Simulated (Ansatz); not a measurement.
**Pb(CH3)F in a box, plane waves**

Ansatz 0.2.0, DFT PBE, scalar-relativistic, plane waves, PAW, molecule in a box. The geometry was relaxed with Gaussian bases (B3LYP; Pb def2-SVP with ECP60, C def2-SVP, H def2-SVP, F def2-SVP).

```yaml
crystal:
  lattice:
    - [13.13, 0.0, 0.0]
    - [0.0, 10.73, 0.0]
    - [0.0, 0.0, 11.13]
  atoms:
    - { symbol: Pb, position: [0.44348591, 0.48946132, 0.40431267] }
    - { symbol: C, position: [0.58910739, 0.48782293, 0.52299551] }
    - { symbol: H, position: [0.65709749, 0.46537558, 0.46908985] }
    - { symbol: H, position: [0.59913252, 0.58076887, 0.56378347] }
    - { symbol: H, position: [0.58021858, 0.4193849, 0.59603055] }
    - { symbol: F, position: [0.34272658, 0.4845657, 0.54819587] }
basis:
  ecutwfc: 420
  ecutrho_ratio: 4
kpoints:
  mp_grid: { grid: [1, 1, 1] }
hamiltonian:
  xc: pbe
scf:
  occupations: { method: gaussian, width: 0.01 }
output:
  forces: true
  eigenvalues: true
  populations: true
```

Command:
```sh
ansatz run input.yaml --threads 2 --pin off --max-ram 5120MiB --backend cpu --events-out ev --progress --plain --runs-dir out
```
It took 2.4 s on 2 threads of Intel(R) Xeon(R) 6975P-C (Granite Rapids), on a shared host, peak memory 0.89 GiB.

(1) How does the SCF go?

(2) Which levels lie next to the highest filled one (eV, counted from it)?

(3) What forces are left at this geometry, relaxed with Gaussian bases (eV/Å)?

The highest of the empty levels listed lie near the vacuum level and may be states of the box.

The forces come from the other functional as well as from the basis.

A frequency check found unstable modes (1, the lowest at -46 cm⁻¹), so the relaxed geometry is probably a saddle point.

Answers

(1) 
```
SCF iter   1: F=—  HF=-13012.747942 eV  |F-HF|=—  |Δ(HF+E_count)|=         —  Δρ=1.60e-3
preconditioner: auto → Resta (q_TF=auto, 1.395 Å⁻¹)  ε∞=1.2  [insulator: Δε(μ)=2.534 eV  Ē_g=8.946 eV  σ=0.010 eV  W_gap=1.00  n_s
SCF iter   2: F=—  HF=-13012.736748 eV  |F-HF|=—  |Δ(HF+E_count)|=   1.12e-2  Δρ=1.14e-3
SCF iter   3: F=—  HF=-13012.736775 eV  |F-HF|=—  |Δ(HF+E_count)|=   2.71e-5  Δρ=5.50e-4
SCF iter   4: F=—  HF=-13012.737518 eV  |F-HF|=—  |Δ(HF+E_count)|=   7.43e-4  Δρ=2.64e-4
SCF iter   5: F=—  HF=-13012.737713 eV  |F-HF|=—  |Δ(HF+E_count)|=   1.94e-4  Δρ=6.55e-5
SCF iter   6: F=—  HF=-13012.737967 eV  |F-HF|=—  |Δ(HF+E_count)|=   2.55e-4  Δρ=2.65e-5
SCF iter   7: F=—  HF=-13012.737996 eV  |F-HF|=—  |Δ(HF+E_count)|=   2.83e-5  Δρ=4.45e-6
SCF iter   8: F=-13012.737996 eV  HF=-13012.737996 eV  |F-HF|=5.82e-9  |Δ(HF+E_count)|=   5.23e-7  Δρ=1.21e-6
```

(2) Filled: -15.52, -15.46, -10.84, -6.79, -3.86, -3.80, -2.48, -2.34, -2.22, 0.00. Empty: 2.31, 4.25, 4.92, 5.13, 5.98, 6.21.

(3) 
```
Pb   0.25  0.00 -0.03
C   -0.05  0.00 -0.02
H   -0.11  0.03  0.07
H   -0.03 -0.10 -0.06
H   -0.01  0.07 -0.10
F   -0.05  0.00  0.14
```
